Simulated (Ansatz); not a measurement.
`[F][Hf]([F])([F])[F]` + `N=C=O` → `O=C=[N][Hf]([F])([F])[F]` + H–F at 298.15 K and 1 bar (ligand exchange at the Hf–F bond).

Isolated molecules relaxed with PBE0-D4/def2-TZVP in Ansatz; ΔE leaves out vibrations. CCSD(T)/CBS is the MP2 limit (def2-TZVPP, def2-QZVPP) plus CCSD(T) − MP2 in def2-TZVPP, frozen cores. This one scheme is used for every species. def2 core potentials past Kr. For Hf outer-core shells are correlated without core-valence functions, which leaves a few kJ/mol of doubt a bond. One conformer a species, not always the lowest.

| species | CCSD(T)/CBS energy (Eh) | H − E (kJ/mol) | S (J/(mol·K)) |
| --- | --- | --- | --- |
| `[F][Hf]([F])([F])[F]` | -447.40567 | 40.1 | 328.5 |
| `N=C=O` | -168.51995 | 67.5 | 238.3 |
| `O=C=[N][Hf]([F])([F])[F]` | -515.51547 | 75.6 | 396.1 |
| H–F | -100.39570 | 33.5 | 173.6 |

H − E and S are ideal-gas, rigid-rotor, harmonic terms from PBE0-D4/def2-TZVP, for one conformer and one mirror image of each species. 1 Eh = 2625.50 kJ/mol, R = 8.31446 J/(mol·K).

Task: By hand: ΔE, ΔH, ΔS and ΔG.

Result: ΔE = (-515.51547) + (-100.39570) − (-447.40567) − (-168.51995) = 0.01445 Eh = 37.9 kJ/mol. Δ(H − E) = 75.6 + 33.5 − 40.1 − 67.5 = 1.5, so ΔH = 39.4 kJ/mol. ΔS = 396.1 + 173.6 − 328.5 − 238.3 = 2.9 J/(mol·K). ΔG = 39.4 − 298.15 × (2.9)/1000 = 38.5 kJ/mol.

Task: By hand: the equilibrium constant, and the temperature at which ΔG would vanish if ΔH and ΔS stayed fixed.

Result: log₁₀ K = −ΔG/(RT ln 10) = -6.7. ΔG = 0 at ΔH/ΔS = 13586 K, far beyond where these terms or the molecules hold.

The number of gas molecules stays the same, so ΔS is small and ΔH decides. A doubt of 5 kJ/mol in ΔE shifts log₁₀ K by 0.9 here. Other conformers and mirror images would add mixing entropy, several J/(mol·K) or more a flexible species. Modes under 60 cm⁻¹, often nearly free rotors, make the harmonic entropy too high. These are equilibria of isolated gas molecules and say nothing of rates. Largest T1 diagnostic: 0.018 (customary marks: 0.02 for closed shells, 0.045 for open ones).
